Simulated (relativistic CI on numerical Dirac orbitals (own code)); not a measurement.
Calculated at this level of theory: Dirac-Coulomb-Breit CI, KLI orbitals optimised for each configuration, model QED (radiative potential, 1s self-energy scaled to tabulated hydrogen-like ionisation energies), unscaled Slater integrals (own radial code, finite nucleus).

The strongest absorption lines from the ground level of an ion, among the configurations computed and to levels below about 899 eV (vacuum wavelength in nm, gf): 1.5003 (0.064), 1.5718 (0.048), 1.5869 (0.24), 1.5942 (0.082), 1.6021 (0.051), 1.6325 (1.3), 1.7448 (0.06), 15.932 (0.081).

(1) Which ion is it?
A. V¹⁷⁺
B. Mn¹⁹⁺
C. K¹³⁺
D. Sc¹⁵⁺

Results:

(1) A. V¹⁷⁺ has 6 electrons and the ground level 2s2.2p2 3P_0; the strongest line goes to 2s2.2p.3d 3D°_1. The pattern of lines fixes the number of electrons, and along that sequence the line energies rise steadily with the charge (about as its square where n changes within one kind of shell, about linearly where n is kept but much faster in heavy ions where fine structure, which grows about as Z⁴, sets the gap, and irregularly where shells cross), which fixes Z. Configurations outside the model, such as inner-shell arrays, can give stronger lines. At this charge energies of transitions that change n are usually good to better than 1 %, and those within a shell (Δn = 0) to a few per cent.

LS names give the leading component of a level, which can be under half, so a name can repeat, a term be missing and a line seem to break the LS rules.
